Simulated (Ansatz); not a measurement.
Si4Ge⁻, relaxed as a doublet with UKS B3LYP-D4/def2-SVPD in Ansatz, starting from the GFN2-xTB geometry. Force threshold 0.02 eV/Å.

The structure comes from a short search, and lower isomers may exist.

Start:

```xyz
5

Si    1.038    1.249    0.302
Si   -1.603    0.306   -0.265
Si    0.581   -1.541   -0.133
Si    0.264    0.202   -1.589
Ge   -0.280   -0.216    1.684
```

Question: Estimate the energy that the relaxation releases and the steps that it takes.

Answer: 2.7 kcal/mol, in 4 steps; 15 s on 4 threads of Arm Neoverse V2 on a shared host. No frequencies were taken in this run, so the end may be a saddle point.

Question: Does the start keep its bonding and symmetry?

Answer: By distances, no bond broke or formed. The bond that changes most is Si2–Si4, from 2.29 to 2.35 Å (atoms count from 1). Point group C3v at the start, C3v at the end, both within 0.05 Å.

Question: Predict the relaxed structure.

Answer: 
Cartesian coordinates in Å:
```
Si 1.018 1.225 0.303
Si -1.574 0.297 -0.249
Si 0.568 -1.513 -0.123
Si 0.282 0.216 -1.689
Ge -0.294 -0.225 1.758
```
Bond lengths: 3 × Ge–Si 2.44 Å; 3 × Si–Si 2.35 Å.
